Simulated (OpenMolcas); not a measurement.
## Pm3+: effect of the metal basis and ligand basis

Pm3+ with 8 ligands (fluoride) in cubic eightfold coordination (Oh) at 2.4 Å. A charge of +0.625 e stands 3.2 Å behind each ligand.

```
Program             : OpenMolcas
Method              : CASSCF
Spin-orbit coupling : state interaction with AMFI integrals over the reference wave functions
```

Fixed: active space 4 electrons in 7 orbitals (4f), DKH2 Hamiltonian.

States (labels of O, the rotations of Oh). Energies in cm-1 above the lowest state or level, χT in cm3 K/mol; under a threefold ground state the first gap can be a small split of the lowest multiplet, not the spin-orbit step.

```tsv
Run	Metal basis	Ligand basis	Ground state	First state of that spin	First gap with spin-orbit (degeneracies)	Width of lowest J	χT at 300 K	Cost
A	ANO-RCC-VDZP	ANO-RCC-VDZP	5T2	5E 114.5	217.0 (1, 3)	447	0.882	roughly 3 core-minutes
B	ANO-RCC-VTZP	ANO-RCC-VTZP	5T2	5E 114.0	221.6 (1, 3)	458	0.875	roughly 7 core-minutes
```

Against A, the width of the lowest J multiplet changes by +2.5 % in B.

Costs are those of the RASSCF and RASSI steps.

High states are left out of the spin-orbit mixing, which shifts the levels that they would mix with. Without dynamic correlation the ligand-field splitting of an f shell can come out too small, at times by half. A group larger than the point group allows holds several states that coincide in this model. No measured value stands beside these numbers; the geometry is a model, was not optimised and need not be the one that this ion takes.
